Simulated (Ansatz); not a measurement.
Geometry optimisation, UKS LDA/def2-SVP (Ansatz).

The input (input.yaml):

```yaml
crystal:
  periodic: [false, false, false]
  atoms:
    - { symbol: Si, position_ang: [0.089646, 0.165147, -0.266058] }
    - { symbol: H, position_ang: [-0.080708, -0.124372, 2.365254] }
    - { symbol: O, position_ang: [1.455637, -0.0791, -1.160198] }
    - { symbol: H, position_ang: [2.055125, -0.762445, -0.808817] }
    - { symbol: O, position_ang: [-0.741226, 1.266742, -1.170666] }
    - { symbol: H, position_ang: [-1.684155, 1.346198, -0.936165] }
    - { symbol: O, position_ang: [-0.785486, -1.208512, 0.037452] }
    - { symbol: H, position_ang: [-0.856734, -1.356664, 1.016303] }
    - { symbol: F, position_ang: [-0.544899, -0.895494, 2.639694] }
magnetization:
  spin_polarized: true
  initial_magnetization: 1
basis:
  gaussian: { orbitals: def2-SVP }
hamiltonian:
  xc: lda
relax:
  f_tol: 0.03
  max_steps: 50
```

Launched with:

```bash
$ ansatz run input.yaml --threads 4 --pin off --max-ram 5120MiB --backend cpu --events-out ev --progress --plain --runs-dir out
```

Problem. Where does it end, and by what steps?

Solution. The forces met the threshold. After 8 steps the energy has fallen by 0.071 eV; H2 moved furthest, 0.37 Å.

```
step  energy less start (eV)  largest force component (eV/Å)  accepted
   0                  0.0000                           0.541       yes
   1                 -0.0474                           0.122       yes
   2                 -0.0643                           0.236       yes
   3                 -0.0687                           0.147       yes
   4                 -0.0703                           0.039       yes
   5                 -0.0703                           0.057        no
   6                 -0.0707                           0.031       yes
   7                 -0.0706                           0.023        no
   8                 -0.0708                           0.016       yes
```

```xyz
9
Properties=species:S:1:pos:R:3
Si 0.057 0.117 -0.194
H -0.047 -0.062 2.004
O 1.468 -0.060 -1.025
H 2.035 -0.792 -0.721
O -0.741 1.278 -1.046
H -1.694 1.339 -0.850
O -0.814 -1.272 0.016
H -0.895 -1.431 0.995
F -0.462 -0.766 2.538
```

Whether the end is a true minimum wasn't checked by a vibrational analysis.

Run time: 7.9 s on 4 threads of Arm Neoverse V1, with other jobs on the host, peak memory 0.14 GiB.
